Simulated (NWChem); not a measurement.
Species: PbHOCl, singlet; SMILES [Cl][Pb][OH]

```xyz
4

Pb     0.2382     0.3349     0.0000
Cl    -0.1749    -2.1355     0.0000
O     -1.8294     0.8738     0.0000
H     -1.9199     1.8488     0.0000
```
Atoms are numbered in this order, from 1.

Results from NWChem. Low-valent species are run as closed-shell singlets; no triplet was tried in these runs. Structure relaxed at the PBE-D3(BJ)/def2-SVP level. def2 effective core potentials on Pb; no spin-orbit coupling. Level MN15/def2-SVP: energy and gradient on several grids; changes count from the extra-fine grid, which is no exact limit either.

Problem. Which is the coarsest grid (xfine; xcoarse; fine; medium; coarse) from which on the energy stays within 100 μHa and each gradient component within 200 μHa/bohr of xfine?

Solution. medium.
```
grid     size of the energy change (μHa)  largest change of a gradient component (μHa/bohr)
-------  -------------------------------  -------------------------------------------------
xcoarse                            30000                                               6000
coarse                                30                                                500
medium                              < 10                                                 40
fine                                < 10                                               < 30
xfine                               < 10                                               < 30
```
